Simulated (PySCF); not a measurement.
Radial density of Ti⁻ (titanium, charge -1)

UHF, [Ar] 3d3 4s2, high-spin 4F determinant. Computed with PySCF 2.14 in def2-QZVPPD (11s6p5d3f2g, 93 functions), with the non-relativistic Hamiltonian (point nucleus).

| r (bohr) | 4πr²ρ (e/bohr) | 4πr²(ρα − ρβ) |
| --- | --- | --- |
| 0.00123 | 0.1284 | 0.0000 |
| 0.00207 | 0.3502 | 0.0000 |
| 0.00348 | 0.9312 | 0.0000 |
| 0.00585 | 2.373 | 0.0000 |
| 0.00985 | 5.635 | 0.0000 |
| 0.0166 | 11.88 | 0.0000 |
| 0.0279 | 20.58 | -0.0001 |
| 0.0469 | 26.00 | -0.0007 |
| 0.0788 | 22.00 | -0.0025 |
| 0.133 | 20.46 | 0.0003 |
| 0.223 | 27.95 | 0.0618 |
| 0.375 | 16.27 | 0.3736 |
| 0.631 | 8.216 | 1.1102 |
| 1.06 | 9.536 | 1.6066 |
| 1.78 | 2.813 | 1.1332 |
| 3.00 | 0.7357 | 0.4496 |
| 5.05 | 0.3767 | 0.0462 |
| 8.49 | 0.1122 | -0.0473 |
| 14.3 | 0.0004817 | -0.0003 |

⟨S²⟩ = 3.83 against 3.75 shows spin contamination. At UHF the highest occupied level has a positive energy, so only the finite basis holds that electron.

Q: Where is the radial spin density 4πr²(ρα − ρβ) most negative, and why is it negative at all?

A: Around r = 8.49 bohr, down to -0.0473 e/bohr: exchange with the open shell polarises the paired shells in an unrestricted calculation.
